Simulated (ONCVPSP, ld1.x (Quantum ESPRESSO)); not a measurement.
## Potentials for manganese (Mn) compared

Generated with ld1.x 7.5 (TM, RRKJ, ultrasoft, PAW), atompaw 4.2 or ONCVPSP 4.0.1. The cutoff is in Ry: for ld1.x and atompaw files where the sum of valence levels is converged to 10 mRy in a Bessel basis, for ONCV files where the hardest occupied wave has 1 mHa per electron of residual kinetic energy. The error is the largest all-electron minus pseudo excitation energy over each file’s own four to seven test configurations (ionisations up to +4, promotions, holes and added fractions of an electron), all of which were solved. The labels leave out finer settings (local radius, basis sizes, second energies), which also bear on the numbers. Spin-polarised tests are not counted. The rows are a selection from randomly drawn settings: files with unsolved tests, undetermined cutoffs or missed reference levels are left out.

A true bound ghost makes a file unfit for plane-wave use even where its test errors are small: the radial tests pick states by their node count and pass the ghost by.

```tsv
potential	cutoff (Ry)	largest error (meV)	bound ghosts
ONCV, PBE, scalar-relativistic, rc 1.40/1.45/1.55 (spd), local smoothed, core correction yes, reference 3s2 3p6 3d5, qcut 6.7/8.4/10.5, projectors 3/2/2	88	+40	none
ONCV, PBE, scalar-relativistic, rc 1.45/0.85/1.25 (spd), local smoothed, core correction yes, reference 3s2 3p6 3d6 4s1, qcut 10/9.1/10.7, projectors 2/2/2	100	+6.7	none
ONCV, PBEsol, scalar-relativistic, rc 1.30/1.40/1.35 (spd), local smoothed, core correction yes, reference 3s2 3p6 3d5 4s2, qcut 8.9/8.1/12, projectors 2/2/3	114	+1.4	none
ONCV, PBE, scalar-relativistic, rc 1.15/1.15/0.95 (spd), local smoothed, core correction yes, reference 3s2 3p6 3d5 4s1, qcut 8.6/14.6/9.6, projectors 3/3/2	490	+3.5	s
ONCV, PBE, scalar-relativistic, rc 1.45/0.90/0.90/1.50 (spdf), local d, core correction no, reference 3s2 3p6 3d5 4s2, qcut 7.7/8.9/19.7/7.8, projectors 2/2/0/2	240	-6.3	none
ONCV, PBE, scalar-relativistic, rc 1.25/1.20/2.00 (spd), local smoothed, core correction no, reference 3s2 3p6 3d5 4s1.5, qcut 9.8/11.7/8, projectors 2/2/3	69	+0.7	none
```

**Question.** Fill in the row for Mn: ONCV, PBEsol, scalar-relativistic, rc 2.65/1.15/1.40 (spd), local smoothed, core correction yes, reference 3p6 3d5.5 4s1.5, qcut 2.5/12.3/10.2, projectors 2/1/1.

**Answer.** cutoff 84 Ry, largest error -62 meV, bound ghosts: s.

**Question.** Fill in the row for Mn: PAW, PBE, scalar-relativistic, rc 1.35/2.05/1.40 (spd), local smoothed, core correction yes, reference 3s2 3p6 3d5 4s2 4p0.

**Answer.** cutoff 55 Ry, largest error -6.2 meV, bound ghosts: none.
